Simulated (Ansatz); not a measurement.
Si₁₆Bi. The state is a doublet with charge 0. Geometry r2SCAN-D4/def2-SVP; atoms count from 1.

```csv
atom,x (Å),y (Å),z (Å)
Bi1,2.781,2.807,-0.729
Si2,-1.417,2.247,-0.602
Si3,-1.600,-0.275,2.826
Si4,0.550,1.040,3.015
Si5,0.921,-2.284,-0.814
Si6,-0.812,-1.794,1.004
Si7,1.241,-0.648,1.325
Si8,0.541,1.651,-1.991
Si9,-1.149,-3.512,-0.621
Si10,2.331,0.151,-0.909
Si11,0.756,-0.669,-2.626
Si12,-2.239,0.151,0.537
Si13,0.752,1.591,0.542
Si14,3.025,-1.767,0.278
Si15,-1.356,2.075,1.846
Si16,-1.305,-1.251,-1.510
Si17,-3.020,0.488,-1.571
```

In the def2 sets Bi takes a core potential; there is no spin–orbit coupling. Single mean-field runs in def2-TZVP are fitted with def2-universal-jkfit. Another isomer (doublet) lies 0.22 eV lower at PBE0-D4/def2-TZVP; other spin states weren't run for this one.

Question: Estimate the Mulliken populations from the PBE0/def2-TZVP orbitals of Ansatz.

Answer: 
```json
{"atom": "Bi1", "charge (e)": "0.17", "spin (α − β)": "0.05"}
{"atom": "Si2", "charge (e)": "-0.07", "spin (α − β)": "0.01"}
{"atom": "Si3", "charge (e)": "-0.02", "spin (α − β)": "-0.01"}
{"atom": "Si4", "charge (e)": "-0.06", "spin (α − β)": "0.05"}
{"atom": "Si5", "charge (e)": "0.08", "spin (α − β)": "0.05"}
{"atom": "Si6", "charge (e)": "-0.03", "spin (α − β)": "0.05"}
{"atom": "Si7", "charge (e)": "0.06", "spin (α − β)": "0.03"}
{"atom": "Si8", "charge (e)": "-0.01", "spin (α − β)": "0.11"}
{"atom": "Si9", "charge (e)": "-0.08", "spin (α − β)": "0.00"}
{"atom": "Si10", "charge (e)": "0.01", "spin (α − β)": "0.02"}
{"atom": "Si11", "charge (e)": "-0.12", "spin (α − β)": "0.12"}
{"atom": "Si12", "charge (e)": "0.08", "spin (α − β)": "0.01"}
{"atom": "Si13", "charge (e)": "0.07", "spin (α − β)": "0.06"}
{"atom": "Si14", "charge (e)": "-0.07", "spin (α − β)": "0.22"}
{"atom": "Si15", "charge (e)": "-0.03", "spin (α − β)": "0.08"}
{"atom": "Si16", "charge (e)": "0.06", "spin (α − β)": "0.02"}
{"atom": "Si17", "charge (e)": "-0.04", "spin (α − β)": "0.14"}
```
Mulliken values depend strongly on the basis.

Question: Where does the spin sit?

Answer: Summed by element: Bi 0.05, Si 0.95, of 1 unpaired in all. Largest on single atoms: Si14 0.22, Si17 0.14, Si11 0.12.

Question: And the Mayer bond orders between heavy atoms (over 0.3)?

Answer: Bi1–Si8 0.76 (2.82 Å); Bi1–Si10 0.84 (2.70 Å); Bi1–Si13 0.83 (2.68 Å); Si2–Si8 0.66 (2.47 Å); Si2–Si12 0.53 (2.52 Å); Si2–Si13 0.49 (2.54 Å); Si2–Si15 0.66 (2.45 Å); Si2–Si17 0.62 (2.57 Å); Si3–Si4 0.69 (2.53 Å); Si3–Si6 0.61 (2.50 Å); Si3–Si12 0.65 (2.42 Å); Si3–Si15 0.55 (2.56 Å); Si4–Si7 0.62 (2.49 Å); Si4–Si13 0.50 (2.54 Å); Si4–Si15 0.67 (2.46 Å); Si5–Si6 0.41 (2.56 Å); Si5–Si9 0.81 (2.41 Å); Si5–Si11 0.71 (2.43 Å); Si5–Si14 0.77 (2.43 Å); Si5–Si16 0.39 (2.55 Å); Si6–Si7 0.73 (2.37 Å); Si6–Si9 0.82 (2.39 Å); Si6–Si12 0.56 (2.46 Å); Si6–Si16 0.42 (2.62 Å); Si7–Si10 0.40 (2.61 Å); Si7–Si13 0.60 (2.42 Å); Si7–Si14 0.85 (2.35 Å); Si8–Si10 0.43 (2.57 Å); Si8–Si11 0.75 (2.42 Å); Si8–Si13 0.44 (2.54 Å); Si9–Si16 0.80 (2.43 Å); Si10–Si11 0.64 (2.47 Å); Si10–Si13 0.39 (2.58 Å); Si10–Si14 0.84 (2.36 Å); Si11–Si16 0.76 (2.42 Å); Si12–Si15 0.53 (2.49 Å); Si12–Si16 0.38 (2.65 Å); Si12–Si17 1.04 (2.27 Å); Si13–Si15 0.45 (2.53 Å); Si16–Si17 0.74 (2.44 Å).
